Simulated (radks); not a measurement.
Coulomb parameter of the 4d shell of the silver ion Ag2+ in the model configuration [Kr] 4d8 5s1, as a second difference U = [E(n + 0.25) + E(n - 0.25) - 2 E(n)] / (0.25)^2 with all orbitals relaxed. "Bare": the charge of the atom changes with n. "Screened": the 5s shell takes up the change at fixed total charge, which measures U(4d,4d) + U(5s,5s) - 2 U(4d,5s). Method: scalar-relativistic Kohn-Sham, PBE, spin-unpolarised, spherical densities, finite nucleus; Fermi nuclear charge, rms radius 4.5454 fm; computed with a radial shooting solver on a logarithmic mesh with Libxc functionals.

| case | configuration | E - E(n) (eV) |
|---|---|---|
| start | [Kr] 4d8 5s1 | 0.000 |
| bare +0.25 | [Kr] 4d8.25 5s1 | -7.794 |
| bare -0.25 | [Kr] 4d7.75 5s1 | 8.702 |
| screened +0.25 | [Kr] 4d8.25 5s0.75 | -2.535 |
| screened -0.25 | [Kr] 4d7.75 5s1.25 | 2.687 |

U(bare) = 14.530 eV, U(screened by 5s) = 2.435 eV, against the Slater integral F0(4d,4d) = 19.462 eV with frozen orbitals.
